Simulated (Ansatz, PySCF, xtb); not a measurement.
Energy difference R1 → P1 + P2, each structure at its B3LYP-D3(BJ)/def2-TZVP stationary point, reached from a drawn start (curvature not checked).
R1: C3H11GaO (SMILES [CH3][Ga-]([CH3])([CH3])[OH2+]), charge 0, multiplicity 1.
P1, C2H7GaO (SMILES [CH3][Ga]([CH3])[OH]) (charge 0, multiplicity 1, Z-matrix in Å and degrees):
```
Ga
O 1 1.8126
H 2 0.9616 1 114.73
C 1 1.9690 2 112.43 3 179.73
H 4 1.0891 1 110.10 2 5.69
H 4 1.0914 5 109.14 1 -121.94
H 4 1.0919 5 108.80 6 -117.00
C 1 1.9798 2 116.86 3 -0.14
H 8 1.0898 1 111.85 2 -178.55
H 8 1.0918 9 108.56 1 -121.71
H 8 1.0918 9 108.51 10 -116.69
```
P2: CH4 (SMILES C), charge 0, multiplicity 1.

P less R. No zero-point or thermal terms; no spin–orbit coupling. One arrangement of each flexible species, with no search for the lowest.

Correlated levels freeze the cores. In cc and def2 sets filled d and f shells under p-block atoms count as core.

Run with Ansatz (Gaussian basis) for Hartree–Fock, density functionals and correlated methods; PySCF for the D3/D4 terms; xtb for the GFN methods. No computed number here is a measurement.

| level | reaction energy (kcal/mol) |
|---|---|
| GFN1-xTB | -23.89 |
| GFN2-xTB | -25.40 |
| PBE/def2-TZVPP | -13.16 |
| PBE-D3(BJ)/def2-TZVPP | -11.03 |
| BLYP-D3(BJ)/def2-TZVPP | -13.97 |
| revPBE-D3(BJ)/def2-TZVPP | -11.97 |
| BHLYP-D3(BJ)/def2-TZVPP | -11.33 |
| CAM-B3LYP-D3(BJ)/def2-TZVPP | -12.05 |
| CCSD/cc-pVTZ | ? |

Fill in the missing entries.


- CCSD/cc-pVTZ, reaction energy (kcal/mol): -12.53

Ansatz is an electronic-structure program.
